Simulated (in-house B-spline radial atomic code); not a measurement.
# LDA exchange-only excitations of Cr VII (Cr6+)

Method: LDA exchange-only. Computed with an all-electron radial atomic-structure program (B-spline basis): linear response of the closed shell [Ne] 3s2 3p6 with the functional's adiabatic kernel; non-relativistic, point nucleus, no spin-orbit coupling, no double excitations, S, P, D and F terms only. Only terms of natural parity with L up to 3 were computed.

Command:
```bash
python run_td.py task.json out
```
Settings (radii: box in bohr, nucleus in fm):
```
Z                        24
electrons                18
configuration            [Ne] 3s2 3p6
hamiltonian              nr
method                   lda,
box_radius               14.35
intervals                52
```

Run time, properties included: 0.5 s on 1 thread of Intel(R) Xeon(R) Platinum 8488C (Sapphire Rapids), on a shared host.

The lowest states, in the order of their Tamm-Dancoff energies; the method's threshold (minus the highest occupied level) is 146.36 eV. Labels give the largest channel, * marks a mixed state, and oscillator strengths are full-response dipole values. Semilocal kernels can invert the small singlet-triplet splittings of Rydberg terms. Energies in eV:

| state | full response | Tamm-Dancoff | oscillator strength |
| --- | --- | --- | --- |
| 3p → 3d 3P | 41.77 | 41.93 | - |
| 3p → 3d 3F | 43.01 | 43.11 | - |
| 3p → 3d 1F | 46.86 | 46.91 | - |
| 3p → 3d 1P | 60.17 | 62.94 | 3.43 |
| 3s → 3d 3D | 71.85 | 71.91 | - |
| 3s → 3d 1D | 76.63 | 76.77 | - |
| 3p → 4s 3P | 80.04 | 80.05 | - |
| 3p → 4s 1P | 81.06 | 81.12 | 0.246 |
| 3p → 4p 3S | 87.69 | 87.72 | - |
| 3p → 4p 3D | 88.72 | 88.73 | - |
| 3p → 4p 1D | 89.41 | 89.42 | - |
| 3p → 4p 1S | 92.93 | 93.20 | - |
| 3p → 4d 3P | 101.71 | 101.72 | - |
| 3p → 4d 3F | ? | ? | - |
| 3p → 4d 1F | 102.39 | 102.39 | - |
| 3p → 4d 1P | 103.15 | 103.26 | 0.187 |
| 3s → 4s 3S | 108.52 | 108.53 | - |
| 3s → 4s 1S | 110.24 | 110.32 | - |
| 3p → 4f 3D | 111.63 | 111.64 | - |
| 3p → 5s 3P | 111.79 | 111.79 | - |
| 3p → 5s 1P | 112.08 | 112.09 | 0.0563 |
| 3p → 4f 1D | ? | ? | - |

**Question.** Where does 3p → 4d 3F lie?

**Answer.** At 102.01 eV in full response, 102.02 eV in Tamm-Dancoff.

**Question.** Where does 3p → 4f 1D lie?

**Answer.** At 112.64 eV in full response, 112.66 eV in Tamm-Dancoff.

**Question.** How large is the singlet-triplet splitting of 3p → 3d (F terms) in Tamm-Dancoff?

**Answer.** 3.8 eV, from the unrounded values.

**Question.** What polarisabilities and dispersion coefficient does the method give?

**Answer.** Dipole 0.8238 bohr³, quadrupole 0.7366 bohr⁵, C6 1.275 hartree·bohr⁶ for two such species.
